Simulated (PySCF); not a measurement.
Atoms are numbered as in `[cH:1]1[cH:2][cH:3][c:4](-[c:5]2[cH:6][cH:7][cH:8][cH:9][n:10]2)[n:11][cH:12]1`. Hydrogens are named by the atom that carries them.

PySCF calculation with PBE0/pcSseg-1 with gauge-including orbitals and GFN2-xTB structure; gas phase, rapidly exchanging positions averaged, one computed conformer, non-relativistic.

δ = σ(ref) − σ, references computed at the same level: $^{13}$C, $^{1}$H against TMS; $^{15}$N vs NH3.

```json
{"atoms": "C9/C12", "nucleus": "$^{13}$C", "count": "2", "Hirshfeld charge": "0.01", "δ (ppm)": "154.5"}
{"atoms": "C2/C7", "nucleus": "$^{13}$C", "count": "2", "Hirshfeld charge": "-0.03", "δ (ppm)": "?"}
{"atoms": "H(C3)/H(C6)", "nucleus": "$^{1}$H", "count": "2", "Hirshfeld charge": "0.04", "δ (ppm)": "9.29"}
{"atoms": "H(C9)/H(C12)", "nucleus": "$^{1}$H", "count": "2", "Hirshfeld charge": "0.05", "δ (ppm)": "?"}
{"atoms": "N10/N11", "nucleus": "$^{15}$N", "count": "2", "Hirshfeld charge": "-0.14", "δ (ppm)": "343.7"}
{"atoms": "H(C2)/H(C7)", "nucleus": "$^{1}$H", "count": "2", "Hirshfeld charge": "0.06", "δ (ppm)": "8.12"}
{"atoms": "C3/C6", "nucleus": "$^{13}$C", "count": "2", "Hirshfeld charge": "-0.05", "δ (ppm)": "?"}
{"atoms": "C1/C8", "nucleus": "$^{13}$C", "count": "2", "Hirshfeld charge": "-0.05", "δ (ppm)": "128.9"}
{"atoms": "C4/C5", "nucleus": "$^{13}$C", "count": "2", "Hirshfeld charge": "0.05", "δ (ppm)": "161.0"}
{"atoms": "H(C1)/H(C8)", "nucleus": "$^{1}$H", "count": "2", "Hirshfeld charge": "0.05", "δ (ppm)": "7.41"}
```

**Question.** Fill in the missing shifts.

**Answer.** 
- C2/C7: 142.9 ppm, aromatic CH
- C3/C6: 127.2 ppm, aromatic CH; the aromatic region
- H(C9)/H(C12): 9.01 ppm, hydrogen on an aromatic CH next to a ring nitrogen; ring current plus the neighbouring ring nitrogen

Shifts are as computed. Against solution values, carbons near 30 ppm lie about +3 ppm off and those near 130 ppm about +5 ppm. Of 1211 compounds with measured shifts, 218 miss one by over three times the rms of a fit or turn the order of signals round; such compounds aren't used in these exercises. Experimental scales use liquid or dissolved standards, which lie at an offset from isolated NH3 (liquid NH3: subtract about 20 ppm). Unscaled 15N shifts of sp2 nitrogen come out 20 to 40 ppm too high even then.
